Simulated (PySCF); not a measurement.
Computed properties of (E)-2-chloro-1,3,3-trifluoroprop-1-ene (C₃H₂ClF₃), SMILES F/C=C(/Cl)C(F)F

(E)-2-chloro-1,3,3-trifluoroprop-1-ene (C3H2ClF3), SMILES F/C=C(/Cl)C(F)F. Coordinates come from a B3LYP-D3(BJ)/def2-SVP optimisation. One conformer was computed; it need not be the lowest. All values are computed for the isolated molecule unless a solvent is named; none is compared with measurement here.

**Structure.** All 21 harmonic modes at B3LYP-D3(BJ)/def2-SVP (PySCF) are real, so it is a minimum. With heavy atoms numbered as in [F:1]/[CH:2]=[C:3](/[Cl:4])[CH:5]([F:6])[F:7], the shortest bond between them is F1–C2 at 1.325 Å and the longest C3–Cl4 at 1.742 Å.

**Vibrations.** The strongest infrared lines (harmonic, unscaled, degenerate partners summed) lie at 1127 cm⁻¹ (203 km/mol, C 59 %, F 32 %, H 9 %), 1236 cm⁻¹ (155 km/mol, C 39 %, H 33 %, F 28 %), 1018 cm⁻¹ (112 km/mol, C 74 %, F 13 %). The softest mode is at 36 cm⁻¹ and the zero-point energy is 30.8 kcal/mol.

**Electronic structure.** B3LYP/def2-TZVP (PySCF) places the frontier levels at -7.62 and -1.12 eV, a gap of 6.50 eV, and gives a dipole moment of 1.92 D and a mean polarisability of 49.9 bohr³. PBE/def2-TZVP (PySCF) at the same geometry gives -6.56 and -1.82 eV, so its gap is 1.76 eV narrower. An orbital gap is neither the optical nor the fundamental gap.

**Excitations.** TDA-B3LYP/def2-SVPD (PySCF) has S1 at 5.90 eV (210 nm, f = 0.001, dark); the most intense of the 10 singlets computed lies at 6.66 eV (f = 0.27). T1 (TDA) is at 3.96 eV, 1.94 eV under S1. TDA-PBE/def2-SVPD (PySCF) puts S1 at 5.60 eV. No vertical singlet excitation falls in the visible range (under 3.1 eV).

**NMR.** GIAO shifts at HF/pcSseg-1 (PySCF) (non-relativistic, atoms alike by connectivity averaged): ¹³C from 104.2 to 161.9 ppm against TMS; ¹H from 5.9 to 7.5 ppm against TMS; ¹⁹F from -107.0 to -98.7 ppm against CFCl3. Without spin–orbit terms, shifts of atoms bonded to Cl or Br come out too high.
